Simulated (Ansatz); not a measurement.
Tuning the range parameter of LC-ωPBE so that −HOMO meets the ionisation energy; basis def2-SVPD, Ansatz. System: [AlF6]3- (AlF₆³⁻). Charge -3, multiplicity 1. Geometry: r2SCAN-D4/def2-SVPD. The ionised state is a doublet.

Geometry of the singlet:

```csv
atom,x (Å),y (Å),z (Å)
Al1,-0.0001,0.0001,-0.0001
F2,-1.8199,0.2956,-0.4474
F3,1.8199,-0.2956,0.4472
F4,0.5199,0.5817,-1.7293
F5,-0.5195,-0.5814,1.7293
F6,-0.1322,-1.7812,-0.6383
F7,0.1319,1.7809,0.6386
```

A multiply charged anion in the gas phase is held together partly by the finite basis. Removing one electron lowers the energy by 3.73 eV at PBE0-D4/def2-TZVPD, so it isn't bound. At LC-ωPBE (ω = 0.10 bohr⁻¹)/def2-SVPD, LC-ωPBE (ω = 0.15 bohr⁻¹)/def2-SVPD, LC-ωPBE (ω = 0.20 bohr⁻¹)/def2-SVPD, LC-ωPBE (ω = 0.30 bohr⁻¹)/def2-SVPD the highest occupied level of the charge -3 singlet lies above zero (up to 5.89 eV). By energy differences it is unbound by 4.53 eV (vertical, against the charge -2 doublet, at LC-ωPBE (ω = 0.10 bohr⁻¹)/def2-SVPD) and held by the finite basis. At LC-ωPBE (ω = 0.10 bohr⁻¹)/def2-SVPD the highest occupied level of the charge -2 doublet lies above zero (up to 0.28 eV). The electron is either unbound and held by the finite basis, or the level is raised by self-interaction error.

```
ω (1/bohr)  HOMO (eV)  LUMO (eV)  vertical IE (eV)  HOMO + IE (eV)
       0.1       5.89      10.98             -4.53            1.36
       0.2       4.58      11.19             -4.06            0.53
       0.3       3.53      11.26             -3.40            0.13
```

(1) Estimate the row for 0.15 bohr⁻¹.

(2) Where does the tuning condition hold?

## Answers

(1) 
```
ω (1/bohr)  HOMO (eV)  LUMO (eV)  vertical IE (eV)  HOMO + IE (eV)
      0.15       5.21      11.13             -4.34            0.87
```

(2) Not within the range that was run.
